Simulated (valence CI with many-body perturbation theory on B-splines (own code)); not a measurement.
**E1 transitions of W XLIV**

Computed by configuration interaction combined with many-body perturbation theory (CI+MBPT): three valence electrons over a frozen Dirac-Fock core [Ar] 3d10, radial functions for each j: 11 s, 11 p, 10 d, 8 f, 5 g, 2 h, with the one-electron correlation potential Σ1, the two-electron term Σ2, the three-electron term Σ3, Breit, model QED; selected CI, second order for the rest, scaled by the run's own slope (own B-spline code, finite nucleus).

The last digits are not significant, and no measured levels were compared; by estimate large intervals hold to a few tenths of a per cent, small ones and those within an open d or f shell to about a per cent.

Lines 201 to 250 of 538 in falling wavelength, among levels below 824.83 eV, chosen from the strongest by gf and those to the six lowest levels. Wavelengths and rates use the calculated energies. Electric multipoles are in the length gauge, E1 and E2 with the static RPA response of the core. Weak lines are less certain than strong ones. Lines between different terms over intervals too small for the method are left out, as are lines whose strength nearly cancels. Where a level lies close to another of its J and parity, the split of strength between their lines is uncertain. The highest levels of a list are the least certain.

Levels are named by their leading jj configuration (3d3/2^4 stands for four electrons in 3d with j = 3/2), which in mixed levels can hold well under half, so a name can repeat and another be missing. Letters in brackets count levels of one name in rising energy.

```
λ vac (nm)                          Upper                          Lower   A (s⁻¹)  log gf  Branch %
     6.451         (4s 4p1/2 4d5/2) J=3/2     (4s 4p1/2 4p3/2) J=3/2 [a]  1.49e+11   -0.43      38.0
     6.451     (4s 4p1/2 4d5/2) J=5/2 [b]     (4s 4p1/2 4p3/2) J=3/2 [a]  2.17e+10   -1.09       8.1
     6.449  (4p1/2 4p3/2 4d5/2) J=3/2 [a]         (4s 4p1/2 4d5/2) J=3/2  3.58e+11   -0.05      51.2
     6.448  (4p1/2 4p3/2 4f7/2) J=7/2 [c]      (4p1/2 4p3/2 4d3/2) J=7/2  1.21e+11   -0.22      13.1
     6.441             (4s 4d5/2^2) J=7/2     (4s 4p3/2 4d5/2) J=7/2 [b]  2.05e+11    0.01      12.9
     6.437          (4p3/2^2 4d5/2) J=1/2         (4s 4p3/2 4d5/2) J=1/2  2.85e+11   -0.45      21.0
     6.436  (4p1/2 4p3/2 4f7/2) J=9/2 [a]         (4s 4p1/2 4f7/2) J=9/2  1.39e+11   -0.06      38.2
     6.433      (4p1/2 4p3/2 4f5/2) J=7/2     (4s 4p1/2 4f5/2) J=5/2 [c]  8.94e+10   -0.35      12.0
     6.432      (4p3/2^2 4d5/2) J=5/2 [a]     (4s 4p3/2 4d5/2) J=3/2 [b]  6.31e+11    0.37      53.8
     6.431     (4s 4p3/2 4f5/2) J=5/2 [a]     (4s 4p3/2 4d3/2) J=3/2 [a]  2.51e+11   -0.03      25.7
     6.430          (4p3/2^2 4d3/2) J=1/2     (4s 4p3/2 4d5/2) J=3/2 [a]  2.68e+11   -0.48      15.2
     6.428             (4s 4p3/2^2) J=5/2             (4s^2 4p3/2) J=3/2  5.09e+11    0.28     100.0
     6.426     (4s 4d5/2 4f5/2) J=3/2 [a]     (4s 4d3/2 4d5/2) J=5/2 [a]  1.22e+11   -0.52      10.7
     6.422     (4s 4d3/2 4f7/2) J=7/2 [b]             (4s 4d3/2^2) J=5/2  7.63e+10   -0.42       6.6
     6.417     (4s 4p3/2 4d5/2) J=3/2 [a]             (4s^2 4d5/2) J=5/2  1.48e+11   -0.44      28.2
     6.412         (4s 4d5/2 4f7/2) J=3/2     (4s 4d3/2 4d5/2) J=3/2 [b]  1.20e+11   -0.53      13.9
     6.406  (4p1/2 4p3/2 4d5/2) J=5/2 [a]     (4s 4p1/2 4d5/2) J=5/2 [b]  3.31e+11    0.09      52.9
     6.405      (4p3/2 4d3/2 4d5/2) J=5/2     (4s 4d3/2 4d5/2) J=3/2 [b]  2.07e+11   -0.12      18.0
     6.404     (4s 4p3/2 4f5/2) J=3/2 [a]     (4s 4p3/2 4d3/2) J=1/2 [a]  1.29e+11   -0.50      20.2
     6.402     (4s 4p3/2 4f5/2) J=3/2 [a]     (4s 4p3/2 4d3/2) J=3/2 [a]  1.97e+11   -0.31      30.9
     6.398         (4s 4p3/2 4f5/2) J=1/2     (4s 4p3/2 4d3/2) J=1/2 [a]  3.88e+11   -0.32      62.7
     6.395          (4p1/2^2 4f5/2) J=5/2          (4p1/2^2 4d3/2) J=3/2  2.57e+11   -0.02      65.8
     6.394             (4s 4d5/2^2) J=3/2     (4s 4p3/2 4d3/2) J=1/2 [b]  2.01e+11   -0.31      22.9
     6.389          (4p1/2 4p3/2^2) J=3/2         (4s 4p1/2 4p3/2) J=1/2  5.66e+11    0.14      50.7
     6.378      (4p3/2 4d3/2 4d5/2) J=9/2     (4s 4d3/2 4d5/2) J=7/2 [b]  1.53e+11   -0.03      10.9
     6.368     (4s 4d3/2 4f5/2) J=5/2 [b]             (4s 4d3/2^2) J=3/2  1.53e+11   -0.25      11.2
     6.365     (4s 4p3/2 4d5/2) J=3/2 [b]             (4s 4p3/2^2) J=5/2  2.56e+11   -0.21      25.6
     6.364      (4p1/2 4p3/2 4d5/2) J=9/2         (4s 4p1/2 4d5/2) J=7/2  3.27e+11    0.30      87.7
     6.363     (4s 4d3/2 4f7/2) J=5/2 [a]             (4s 4d3/2^2) J=3/2  1.98e+11   -0.14      16.3
     6.361     (4s 4d5/2 4f5/2) J=3/2 [c]     (4s 4d3/2 4d5/2) J=3/2 [a]  1.28e+11   -0.51       8.1
     6.353     (4s 4d5/2 4f5/2) J=5/2 [b]     (4s 4d3/2 4d5/2) J=5/2 [a]  2.07e+11   -0.12      19.9
     6.353             (4s 4d5/2^2) J=9/2         (4s 4p3/2 4d3/2) J=7/2  4.33e+11    0.42      49.6
     6.352         (4s 4d5/2 4f7/2) J=5/2     (4s 4d3/2 4d5/2) J=3/2 [a]  1.81e+11   -0.18      21.7
     6.349          (4p3/2^2 4d3/2) J=1/2     (4s 4p3/2 4d3/2) J=1/2 [b]  4.46e+11   -0.27      25.4
     6.348             (4s 4d5/2^2) J=5/2             (4s^2 4f7/2) J=7/2  1.25e+11   -0.34      14.3
     6.345      (4p1/2 4p3/2 4f5/2) J=7/2     (4s 4p1/2 4f5/2) J=5/2 [b]  3.77e+11    0.26      50.6
     6.343     (4s 4p3/2 4f7/2) J=7/2 [b]             (4s^2 4f7/2) J=7/2  3.43e+11    0.22      45.0
     6.338     (4s 4d5/2 4f5/2) J=1/2 [b]     (4s 4d3/2 4d5/2) J=3/2 [a]  2.59e+11   -0.51      33.4
     6.338      (4p1/2 4p3/2 4f5/2) J=9/2     (4s 4p1/2 4f7/2) J=7/2 [b]  2.00e+11    0.08      29.0
     6.337      (4p3/2^2 4d3/2) J=3/2 [a]     (4s 4p3/2 4d3/2) J=3/2 [b]  3.19e+11   -0.12      17.2
     6.333          (4p1/2 4p3/2^2) J=5/2     (4s 4p1/2 4p3/2) J=3/2 [b]  4.48e+11    0.21      65.0
     6.308     (4s 4p3/2 4d3/2) J=3/2 [b]             (4s^2 4d3/2) J=3/2  3.35e+11   -0.10      26.5
     6.307          (4p1/2 4p3/2^2) J=3/2     (4s 4p1/2 4p3/2) J=3/2 [b]  1.48e+11   -0.45      13.2
     6.303     (4s 4p3/2 4f7/2) J=9/2 [b]         (4s 4p3/2 4d5/2) J=9/2  1.56e+11   -0.03      26.7
     6.300     (4s 4d5/2 4f5/2) J=9/2 [b]     (4s 4d3/2 4d5/2) J=7/2 [b]  6.42e+10   -0.42       7.5
     6.299     (4s 4p3/2 4d5/2) J=7/2 [a]             (4s^2 4d5/2) J=5/2  3.04e+11    0.16      61.3
     6.299  (4p1/2 4p3/2 4f5/2) J=5/2 [a]  (4p1/2 4p3/2 4d3/2) J=3/2 [a]  1.75e+11   -0.20      20.2
     6.297     (4s 4p3/2 4f7/2) J=9/2 [b]             (4s^2 4f7/2) J=7/2  2.91e+11    0.24      49.6
     6.296  (4p1/2 4p3/2 4f7/2) J=5/2 [a]         (4s 4p1/2 4f7/2) J=5/2  1.18e+11   -0.38      15.2
     6.292      (4p3/2^2 4d5/2) J=5/2 [a]     (4s 4p3/2 4d5/2) J=7/2 [b]  3.08e+11    0.04      26.3
```
